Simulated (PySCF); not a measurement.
**Computed spin Hamiltonian**

Species: C5H6N2Si (charge +1 and doublet state).
Cartesian coordinates in Å at the GFN2-xTB level; atoms count from 1:
```xyz
14
C5H6N2Si angstrom
C      3.3817   -0.4574   -0.5249
C      2.1926   -0.6044   -0.6701
Si     0.3990   -0.8321   -0.9346
C     -0.3191    0.3802    0.6992
C      0.2125    1.6601    0.3476
N      0.6509    2.6688    0.0391
N     -1.6509    0.3539    0.8662
C     -2.7057   -0.0572    0.3685
H      4.4213   -0.3291   -0.3979
H     -0.1773   -2.1025   -0.4969
H     -0.2021   -0.1638   -2.0829
H      0.2025   -0.0391    1.5627
H     -2.7641   -0.6764   -0.5302
H     -3.6421    0.1987    0.8523
```

The hyperfine couplings belong to this conformer and change with its torsions.

The species is `[CH+]=[C][SiH2][C@@H](C#N)N=C` [radical] (charge +1).

Level of theory: UKS B3LYP, pcH-1 on C H N Si, non-relativistic, mean-field spin-orbit, GIAO in PySCF 2.14.0. Isolated species at its GFN2-xTB geometry (one conformer only). Couplings are sensitive to structure, and on GFN2-xTB geometries they can be far from those on DFT ones, by a factor of two or more for some ions and for spin on atoms past the first row. The SCF solution wasn't tested for stability.

```json
{
  "g1, g2, g3": "2.00214, 2.00295, 2.00486",
  "g_iso": "2.00332",
  "Form of g": "rhombic: the two nearest values differ by 30 % of g3 − g1",
  "⟨S²⟩": "0.7569 (exact 0.7500)",
  "HOMO–LUMO gap, α and β orbitals": "5.18, 2.72 eV"
}
```

Isotropic coupling and dipolar principal values T1 to T3, in MHz; ρ(0) is the spin density at the nucleus:

```tsv
atom	isotope	a_iso	of which spin–orbit	T1	T2	T3	Mulliken spin population	ρ(0) (bohr⁻³)
C1	13C	7.9	0.0	-6.8	-6.3	13.1	0.08	0.0071
C2	13C	4.0	0.0	-2.6	-2.4	4.9	-0.01	0.0036
Si3	29Si	-33.8	0.1	-45.7	22.6	23.2	0.13	0.0382
C4	13C	-19.4	0.0	-20.3	-18.0	38.3	0.17	-0.0172
C5	13C	8.2	0.0	-6.3	-1.4	7.7	-0.03	0.0073
N6	14N	1.9	0.0	-4.2	-3.9	8.1	0.09	0.0058
N7	14N	55.3	-0.1	-28.2	-21.8	50.0	0.52	0.1713
C8	13C	-1.7	0.0	-13.2	0.7	12.5	-0.08	-0.0015
H9	1H	-6.2	0.0	-3.5	-0.8	4.3	0.00	-0.0014
H10	1H	22.4	0.0	-3.6	-0.1	3.7	0.01	0.0050
H11	1H	17.4	0.0	-3.3	-0.5	3.8	0.01	0.0039
H12	1H	51.6	0.0	-9.5	-4.8	14.4	0.02	0.0116
H13	1H	142.8	0.0	-4.2	-0.6	4.9	0.06	0.0319
H14	1H	96.5	0.0	-5.5	-4.1	9.5	0.04	0.0216
```

The largest Mulliken spin populations are on N7 (+0.52), C4 (+0.17), Si3 (+0.13) and N6 (+0.09). The positive populations add up to 1.13 and the negative ones to -0.13, together 2S = 1.

C2, the radical centre as drawn in `[CH+]=[C][SiH2][C@@H](C#N)N=C`, holds a spin population of -0.01 out of 1.

Axes: g1 points within 4° of the Si3–C4 bond and g2 points within 10° of the N7–C8 bond.

Under fast tumbling the dipolar parts average out, and these isotropic splittings remain (the largest six): 1 × 1H (H13, I = 1/2, 2 lines) with 5.09 mT, 1 × 1H (H14, I = 1/2, 2 lines) with 3.44 mT, 1 × 14N (N7, I = 1, 3 lines) with 1.97 mT, 1 × 1H (H12, I = 1/2, 2 lines) with 1.84 mT, 1 × 1H (H10, I = 1/2, 2 lines) with 0.80 mT and 1 × 1H (H11, I = 1/2, 2 lines) with 0.62 mT.

The 13C coupling of C4 (-19.4 MHz) shows only in satellite lines or after enrichment, since that isotope makes up about 1.07 % of natural carbon.

The 29Si coupling of Si3 (-33.8 MHz) shows only in satellite lines or after enrichment, since that isotope makes up about 4.7 % of natural silicon.

Time: 81 s of wall time (grids of density and orbitals included); peak memory 1.1 GiB. Hardware: an Arm Neoverse V2 with one thread, shared host with 32 logical CPUs at a one-minute load of 22.
